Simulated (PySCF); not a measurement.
CH8FNSi2, SMILES C[SiH2][Si@@H](N)F.

Coordinates come from a TPSSh-D3(BJ)/def2-SVP optimisation. The structure was generated by enumeration; whether it is a known compound was not checked. The values are those of a single conformer.

The numbers are results of CAM-B3LYP/def2-TZVP (PySCF), not measurements.

Isolated molecule, no solvent.

* **total energy**: -776.65054 hartree
* **highest occupied level**: -9.20 eV
* **lowest empty level**: 0.95 eV
* **orbital gap**: 10.15 eV
* **dipole moment**: 2.29 D
* **quadrupole, principal values (traceless, Buckingham form, about the centre of nuclear charge)**: -8.92, 0.80, 8.12 D·Å
* **mean static polarisability**: 72.4 bohr³ (10.72 Å³)
* **polarisability, principal values**: 66.6, 69.8, 80.7 bohr³
